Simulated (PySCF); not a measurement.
**Mercury: highly charged ions in a basis for the neutral atom**

Hg(5+) [Xe] 4f14 5d7, Hg(6+) [Xe] 4f14 5d6. All numbers are calculated (PySCF 2.14, scalar relativity through the core potential, in def2-SVP with the def2 core potential (60 electrons)). No spin-orbit coupling, so a gap to NIST mixes the basis error with missing relativistic terms.

Changed run: basis of the neutral atom used for a highly charged ion. This setting is unsound on purpose.

| species | method | sound run (hartree) | changed run (hartree) | converged |
| --- | --- | --- | --- | --- |
| Hg(5+) | UHF | not run | -146.31699 | yes |
| Hg(5+) | PBE0 | not run | -146.98198 | yes |
| Hg(5+) | LDA | not run | -146.68104 | yes |
| Hg(6+) | UHF | not run | -143.39268 | yes |
| Hg(6+) | PBE0 | not run | -144.00551 | yes |
| Hg(6+) | LDA | not run | -143.70751 | yes |

Ionisation energy of Hg(5+):

| method | changed run (eV) | NIST (eV) |
| --- | --- | --- |
| UHF | 79.574 | 76.6 ± 0.5 |
| PBE0 | 80.994 | 76.6 ± 0.5 |
| LDA | 80.914 | 76.6 ± 0.5 |

The contracted functions were made for the neutral atom and can be too rigid for a highly charged ion.
